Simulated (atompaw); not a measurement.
**How hard is this Dy (Z = 66) PAW (atompaw) potential?**

Dy (Z = 66), PAW, made with atompaw 4.2.0.5 (PBE, scalar-relativistic). Core [Kr] 4d10, reference 4f9 5s2 5p6 5d1 6s2 6p0. Waves: 5s (bound): rc 1.70 bohr; 6s (bound): rc 2.35 bohr; 5p (bound): rc 2.35 bohr; 6p (bound, empty): rc 2.35 bohr; 5d (bound): rc 2.35 bohr; 5d channel at 2.25 Ry: rc 2.35 bohr; 4f (bound): rc 1.15 bohr; 4f channel at 0.8 Ry: rc 1.15 bohr. Local part: troulliermartins scheme with l = 4 at 0.5 Ry, radius 2.35 bohr. Core correction: smooth core density matched at 1.80 bohr. Augmentation charge: besselshape compensation charge, radius 1.80 bohr; PAW radius 2.35 bohr; waves and projectors: custom rrkj gramschmidtortho.

The pseudo-atom Hamiltonian at the reference potential is diagonalised in spherical Bessel functions j_l(qr) that vanish at 20 bohr, with q² up to the cutoff. All-electron valence levels (Ry): 5s -3.8829, 6s -0.3135, 5p -2.0956, 6p -0.0979, 5d -0.1699, 4f -0.6753.

How do the lowest levels (Ry) of each channel move with the cutoff, and are there ghosts?

| cutoff (Ry) | s #1 | s #2 | p #1 | p #2 | d #1 | f #1 | Σ f·Δε (mRy) |
| --- | --- | --- | --- | --- | --- | --- | --- |
| 8 | -3.7960 | -0.2707 | -2.0525 | -0.0793 | -0.1305 | 0.0967 | 7504.8 |
| 15 | -3.8789 | -0.3105 | -2.0951 | -0.0915 | -0.1676 | 0.0967 | 6966.8 |
| 21 | -3.8826 | -0.3133 | -2.0953 | -0.0970 | -0.1698 | 0.0967 | 6950.1 |
| 35 | -3.8827 | -0.3135 | -2.0955 | -0.0978 | -0.1699 | 0.0967 | 6947.8 |
| 45 | -3.8828 | -0.3135 | -2.0956 | -0.0978 | -0.1699 | 0.0966 | 6947.4 |
| 60 | -3.8828 | -0.3135 | -2.0956 | -0.0979 | -0.1699 | 0.0896 | 6884.3 |
| 90 | -3.8828 | -0.3135 | -2.0956 | -0.0979 | -0.1699 | -0.6599 | 138.0 |
| 110 | -3.8828 | -0.3135 | -2.0956 | -0.0979 | -0.1699 | -0.6730 | 20.2 |
| 160 | -3.8828 | -0.3135 | -2.0956 | -0.0979 | -0.1699 | -0.6749 | 3.0 |
| 200 | -3.8828 | -0.3135 | -2.0956 | -0.0979 | -0.1699 | -0.6751 | 1.9 |
| 300 | -3.8828 | -0.3135 | -2.0956 | -0.0979 | -0.1699 | -0.6752 | 0.3 |
| 400 | -3.8828 | -0.3135 | -2.0956 | -0.0979 | -0.1699 | -0.6753 | 0.0 |

Result: no extra level below or beside the all-electron valence levels (s, p, d, f tested); 10 mRy is reached at 160 Ry and 1 mRy at 230 Ry.
